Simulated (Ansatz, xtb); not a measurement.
Ranking isomers of C6H5NO

4 gas-phase structures of C6H5NO, from a drawn sample of its isomers (lower ones may exist). Each was relaxed with GFN2-xTB:

A. `C#CC#CCC(N)=O`, a singlet
B. `[H]/N=C(/O)CC#CC#C`, a singlet
C. `C#CC#C/C=C(/N)O`, a singlet
D. `C#CC#C/C=C(\N)O`, a singlet

Question: Estimate their order in r2SCAN-D4/def2-SVP energy at these geometries, lowest first.

Answer: Calculated order at r2SCAN-D4/def2-SVP: A (0.0), C (11.4), D (13.1), B (15.5) kcal/mol.

Energies above the lowest of each column, in kcal/mol; the last columns are at PBE-D3(BJ)/def2-SVP geometries:

```json
{"structure": "A", "GFN2-xTB": "0.0", "HF/STO-3G": "0.0", "r2SCAN-D4/def2-SVP": "0.0", "PBE-D3(BJ)/def2-SVP": "0.0", "CCSD(T)/def2-SVP + ΔMP2/def2-TZVPP": "0.0"}
{"structure": "C", "GFN2-xTB": "13.2", "HF/STO-3G": "11.5", "r2SCAN-D4/def2-SVP": "11.4", "PBE-D3(BJ)/def2-SVP": "11.4", "CCSD(T)/def2-SVP + ΔMP2/def2-TZVPP": "15.0"}
{"structure": "D", "GFN2-xTB": "13.9", "HF/STO-3G": "12.6", "r2SCAN-D4/def2-SVP": "13.1", "PBE-D3(BJ)/def2-SVP": "13.3", "CCSD(T)/def2-SVP + ΔMP2/def2-TZVPP": "16.0"}
{"structure": "B", "GFN2-xTB": "10.2", "HF/STO-3G": "6.0", "r2SCAN-D4/def2-SVP": "15.5", "PBE-D3(BJ)/def2-SVP": "15.7", "CCSD(T)/def2-SVP + ΔMP2/def2-TZVPP": "10.8"}
```

Every level run on A puts it lowest or level with the lowest. CCSD(T)/def2-SVP + ΔMP2/def2-TZVPP orders those it was run on as A (0.0), B (10.8), C (15.0), D (16.0) kcal/mol. Flexible structures stand in one conformer each, not always the lowest. A keeps a small imaginary mode. ΔMP2 is the change of the MP2 energy from the smaller to the larger basis.

Over these structures GFN2-xTB departs from r2SCAN-D4/def2-SVP by 2.3 kcal/mol on average once a common shift is removed. A GFN2-xTB relaxation took about 0.12 s and the r2SCAN-D4/def2-SVP energy about 2.9 s on a shared host (Ansatz 0.2.0, xtb 6.7.1).
